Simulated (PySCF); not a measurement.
**Spin states of SeCl**

Unrestricted PBE0; basis Se x2c-SVPall, Cl x2c-SVPall; spin-free X2C with a Gaussian nucleus; PySCF 2.14. Outer shells of the fragments: Se 3d10 4s2 4p4; Cl 3s2 3p5.

Followed along the bond (rough minima from three points):

```json
{"2Ms+1": "2", "unpaired": "π ↑", "⟨S²⟩ at the start": "0.75", "R at minimum (Å)": "2.15", "Te (eV)": "0.00"}
{"2Ms+1": "4", "unpaired": "σ ↑, π ↑↑", "⟨S²⟩ at the start": "3.75", "R at minimum (Å)": "none in the scan", "Te (eV)": "≤ 1.68"}
```

Solutions found at the starting distance of 2.085 Å, counted from the lowest of them; the search is not exhaustive and high or unbound solutions are not listed, so other states can lie among these:

```csv
2Ms+1,unpaired,term,E (eV),⟨S²⟩,⟨Lz²⟩,μ (D)
2,π ↑,²Π,0.00,0.75,1.00,-0.64
4,"σ ↑, π ↑↑",⁴Σ⁻,2.40,3.75,0.00,-0.90
2,"σ ↓, π ↑↑",mixed,2.99,1.76,0.00,-0.78
2,"σ ↑, π ↑↓",mixed,3.00,1.76,2.01,-0.70
2,σ ↑,mixed,3.95,0.75,2.00,-0.35
4,"σ ↑, π ↑↑",mixed,6.20,3.75,2.01,2.77
4,"σ ↑↑, π ↑",⁴Π,6.79,3.75,1.00,0.86
2,π ↑,²Π,7.66,0.78,1.00,-0.20
```

A term symbol is given only where ⟨S²⟩ and ⟨Lz²⟩ are close to those of a pure state; real π, δ and φ orbitals otherwise mix terms. A positive dipole means Se(−)Cl(+).

Spin–orbit coupling is left out. Counting both spins, an empty level lies below a filled one in some of these solutions, because spin and occupation are held.
